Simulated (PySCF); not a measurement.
# Calculated NMR data

All values are calculated (PySCF 2.14.0 with density-fitted response routines): NMR shieldings at PBE0/pcSseg-1/GIAO, GFN2-xTB geometry. Relativity neglected, a single conformation, no solvent model, equivalent nuclei averaged.

Scale: ¹H (31.72 ppm) and ¹³C (186.93 ppm) against TMS (reference shieldings calculated alike). Splittings of carbon signals by F and P are missing where no couplings were computed. Where no couplings were computed, multiplicities follow the n + 1 count of equivalent neighbours, and m marks all less simple cases (inequivalent or close neighbours, rings, F or P nearby). Shifts are as computed. Against solution values, carbons near 30 ppm lie about +3 ppm off and those near 130 ppm about +5 ppm. Of 1211 compounds with measured shifts, 218 miss one by over three times the rms of a fit or turn the order of signals round; such compounds aren't used in these exercises. OH and NH positions are gas-phase values without hydrogen bonding to other molecules.

Compound 1 (C₄H₉N₂PSi₂). ¹H NMR (600 MHz, computed): δ 4.25 (m, 1H), 4.13 (m, 1H), 2.12 (s, 3H), 1.45 (m, 2H), 0.57 (br s, 2H). ¹³C{¹H} NMR (computed): δ 122.8, 117.0, 88.4, 5.9. Structure: SMILES CC#C[Si@@](N)(P)[SiH2]C#N.

Compound 2 (C₇H₁₀F₂). ¹H NMR (600 MHz, computed): δ 7.43 (m, 1H), 6.21 (m, 1H), 6.01 (m, 1H), 5.32 (m, 2H), 2.37 (m, 2H), 0.98 (t, 3H). ¹³C{¹H} NMR (computed): δ 162.5, 145.6, 136.3, 122.1, 79.2, 26.5, 17.6. Structure: `CC/C=C(/C=C/F)CF`.
